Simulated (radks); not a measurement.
Results of a calculation; reference values are marked as such.
Task: These are the eigenvalues of the occupied orbitals of an atom or ion with whole-number occupations (eV). Code: a radial shooting solver on a logarithmic mesh with Libxc functionals. Model: scalar-relativistic Kohn-Sham, Slater X-alpha with alpha = 0.667, spin-polarised, spherical densities, point nucleus.

| orbital | eigenvalue |
|---|---|
| 1s up | -46465.83 |
| 1s down | -46417.68 |
| 2s up | -10840.14 |
| 2s down | -10766.93 |
| 2p up | -10241.76 |

Which element is it, and in what charge state? The configuration may be excited. Open shells, if any, are filled with parallel spins first.

Result: Z = 59, praseodymium, charge +52: Pr52+ in [He] 2s2 2p3. The list shows which subshells hold electrons but not how many an open one holds; the 1s level, -1707.6 hartree, gives Z - s = 58.4 by -(Z - s)^2/2, which with screening and relativity narrows Z to a few neighbours, and the depths of the outer levels then fix element, charge and occupations together.
